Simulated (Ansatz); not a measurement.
The cluster AlCu2⁺: single points at one geometry.

```yaml
crystal:
  periodic: [false, false, false]
  atoms:
    - {symbol: Cu, position_ang: [-1.088791, 0.111757, -1.009901]}
    - {symbol: Cu, position_ang: [1.292366, 0.739862, -0.015367]}
    - {symbol: Al, position_ang: [-0.203585, -0.851619, 1.025267]}
basis:
  gaussian: {orbitals: def2-TZVP, initial_orbitals: start.molden}
total_charge: 1
magnetization: {spin_polarized: true, initial_magnetization: 4}
hamiltonian: {xc: hf}
scf: {omitted_lower_state_checks: [starts]}
output: {orbitals: {seedname: orbitals}}
```

The file start.molden holds the orbitals of an earlier run on this structure, at another level or in another basis.

```sh
$ ansatz run in.yaml --threads 2 --pin off --events-out ev --progress --plain --max-ram 4352MiB
```

It prints (some lines left out):

```
Functional definition: HF
1176 factors; integrals over basis functions are off by at most 6.8e-4 eV
mean field evaluation 1: about -95766.5441 eV, gradient 2.4e1 eV
mean field evaluation 2: about -95768.1793 eV, gradient 2.3e0 eV
mean field evaluation 4: about -95768.7793 eV, gradient 1.9e-1 eV
mean field evaluation 8: about -95769.2134 eV, gradient 1.3e-4 eV
mean field -95769.21340622 eV, -3519.4536779742 hartree, gradient 2.6e-5 eV, S^2 6.018217; 0 other end points of the search recorded, 0 dependent functions left out
reference -95769.21340622 eV, -3519.4536779742 hartree; 37, 33 occupied and 90, 94 virtual orbitals, 1176 factors
Total energy: -95769.21340622 eV, -3519.4536779742 hartree
Checks for a lower state left out: starts
```

It took 2.3 s on 2 threads of Arm Neoverse V2 on a shared host.

First input, but with `hamiltonian: {xc: {text: "exchange = 0.85*pbe_x + 0.15*exact_x\ncorrelation = pbe_c"}}` (abridged; 7.5 s):

```
Functional definition: unnamed
mean field -95851.49785908 eV, -3522.4775758424 hartree, gradient 5.1e-6 eV, S^2 6.004752
Total energy: -95851.49789948 eV, -3522.4775773270 hartree
Checks for a lower state left out: starts
```

The first input with `gaussian: {orbitals: def2-TZVPP, initial_orbitals: start.molden}`, `correlation: {method: ccsd_t, frozen_orbitals: {Al: 5, Cu: 9}}`, `scf: {omitted_lower_state_checks: [starts, cluster_reference]}` and without the key `hamiltonian` (abridged; 29 s):

```
Functional definition: HF
mean field -95769.25664152 eV, -3519.4552668421 hartree, gradient 5.0e-6 eV, S^2 6.018804
23 core orbitals not correlated: weight in the atoms' cores, before any rotation towards them, 1.000 or more for the frozen orbitals, at most 0.000 for the correlated occupied ones
second order -27.05495444 eV of doubles, -0.00000000 eV of singles
cycle   1  -22.08836738 eV  change     5.0e0 eV  update   2.4e-1
cycle   2  -23.57747521 eV  change    -1.5e0 eV  update   1.5e-1
cycle   3  -23.83871408 eV  change   -2.6e-1 eV  update   5.6e-2
cycle   4  -23.85387030 eV  change   -1.5e-2 eV  update   3.7e-2
cycle   5  -23.83673147 eV  change    1.7e-2 eV  update   2.9e-2
cycle   6  -23.90694322 eV  change   -7.0e-2 eV  update   2.2e-2
cycle   7  -23.95567340 eV  change   -4.9e-2 eV  update   1.6e-2
cycle   8  -23.96350155 eV  change   -7.8e-3 eV  update   1.0e-2
cycle   9  -23.97233140 eV  change   -8.8e-3 eV  update   5.3e-3
cycle  10  -23.98658634 eV  change   -1.4e-2 eV  update   3.5e-3
[...]
cycle  15  -23.97959057 eV  change    4.7e-4 eV  update   8.4e-4
cycle  16  -23.98166536 eV  change   -2.1e-3 eV  update   6.1e-4
cycle  17  -23.98123086 eV  change    4.3e-4 eV  update   4.2e-4
cycle  18  -23.98084940 eV  change    3.8e-4 eV  update   2.7e-4
cycle  19  -23.98137036 eV  change   -5.2e-4 eV  update   1.6e-4
cycle  20  -23.98131199 eV  change    5.8e-5 eV  update   8.3e-5
cycle  21  -23.98114848 eV  change    1.6e-4 eV  update   5.1e-5
cycle  22  -23.98124653 eV  change   -9.8e-5 eV  update   3.3e-5
cycle  23  -23.98128429 eV  change   -3.8e-5 eV  update   2.4e-5
cycle  24  -23.98124379 eV  change    4.1e-5 eV  update   1.8e-5
cycle  25  -23.98122998 eV  change    1.4e-5 eV  update   1.5e-5
perturbative correction -1.19994122 eV, -0.0440970264 hartree
Total energy: -95794.43781272 eV, -3520.3806578152 hartree
Checks for a lower state left out: starts, cluster_reference
```

The first input with `hamiltonian: {xc: {text: "exchange = 0.90*pbe_x + 0.10*exact_x\ncorrelation = pbe_c"}}` (abridged; 8 s):

```
Functional definition: unnamed
mean field evaluation 16: about -95851.4938 eV, gradient 3.4e-6 eV
mean field -95851.49379665 eV, -3522.4774265508 hartree, gradient 3.4e-6 eV, S^2 6.004090
Total energy: -95851.49383923 eV, -3522.4774281156 hartree
Checks for a lower state left out: starts
```

As the first input, with `hamiltonian: {xc: pbe, dispersion: d4}` (abridged; 4.3 s):

```
Functional definition: PBE
mean field evaluation 16: about -95851.5494 eV, gradient 1.5e-6 eV
mean field -95851.54944294 eV, -3522.4794715143 hartree, gradient 1.2e-6 eV, S^2 6.003074
Total energy: -95851.64187014 eV, -3522.4828681514 hartree
Checks for a lower state left out: starts
```

First input, but with `hamiltonian: {xc: hse06, dispersion: d4}` (abridged; 8 s):

```
Functional definition: HSE06
mean field -95851.27532183 eV, -3522.4693977493 hartree, gradient 7.0e-6 eV, S^2 6.006027
Total energy: -95851.35122567 eV, -3522.4721871640 hartree
Checks for a lower state left out: starts
```

The first input with `hamiltonian: {xc: {name: r2SCANh}, dispersion: d4}` (abridged; 12 s):

```
Functional definition: r2SCANh
mean field evaluation 16: about -95865.5393 eV, gradient 1.1e-5 eV
mean field -95865.53926391 eV, -3522.9935879522 hartree, gradient 1.1e-5 eV, S^2 6.010105
Total energy: -95865.55786077 eV, -3522.9942713744 hartree
Checks for a lower state left out: starts
```

Geometry: PBE-D4/def2-TZVP.

HSE06 is defined as in plane-wave codes, on full-range PBE exchange. Correlated methods freeze 23 core orbitals. At CCSD(T)/def2-TZVPP T1 of the charge 1 quintet is large (up to 0.065), so the single-reference result is doubtful. At PBE0-D4/def2-TZVP a singlet of charge 1 lies 4.81 eV below the quintet, each at its own geometry. The structure comes from a short search, and lower isomers may exist.
